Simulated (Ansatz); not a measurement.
CH4F2SSn can be A, `[CH3][Sn]([F])([F])[SH]`, or B, `F[CH](F)[SnH2][SH]`.

Calculated with Ansatz (gas phase, PBE0-D4/def2-TZVP geometries, no zero-point term in ΔE). CCSD(T)/CBS is the MP2 limit (def2-TZVPP, def2-QZVPP) plus CCSD(T) − MP2 in def2-TZVPP, frozen cores. DFT in def2-TZVPP. B3LYP here is the variant with VWN-RPA as its local correlation; programs differ in this. Elements past krypton have def2 core potentials. For Sn outer-core shells are correlated without core-valence functions, which leaves a few kJ/mol of doubt a bond. One conformer a species, not always the lowest.

A:

Z-matrix (Å, degrees):
```
C
Sn 1 2.110
H 1 1.089 2 109.3
H 1 1.089 2 107.9 3 119.7
H 1 1.089 2 109.3 3 -120.7
F 2 1.912 1 109.8 3 -175.6
F 2 1.912 1 109.9 3 -65.7
S 2 2.368 1 119.3 3 59.3
H 8 1.345 2 91.6 1 -179.8
```

B:

```xyz
9

F    -1.590   -1.130   -0.112
C    -1.027   -0.283    0.796
F    -1.816    0.821    0.869
Sn    0.995    0.248    0.114
S     0.793    0.886   -2.184
H    -1.059   -0.780    1.772
H     1.602    1.595    0.957
H     1.990   -1.129    0.292
H     0.112   -0.228   -2.504
```

Problem. Which isomer does CCSD(T)/CBS put lower? Give the gap. (An estimate is asked.)

Solution. Ansatz gave: A, by 77.7 kcal/mol.

Problem. Give E(B) − E(A) in kcal/mol with r2SCAN-D4, HF/def2-TZVPP, CCSD/def2-TZVPP, B3LYP, ωB97M-V, B2PLYP, B3LYP-D4. (Best estimate.)

Solution. Computed: r2SCAN-D4 73.7, HF/def2-TZVPP 72.8, CCSD/def2-TZVPP 72.7, B3LYP 72.8, ωB97M-V 72.2, B2PLYP 75.3, B3LYP-D4 72.7. None reverses the order clearly.

Largest T1 diagnostic: 0.013.
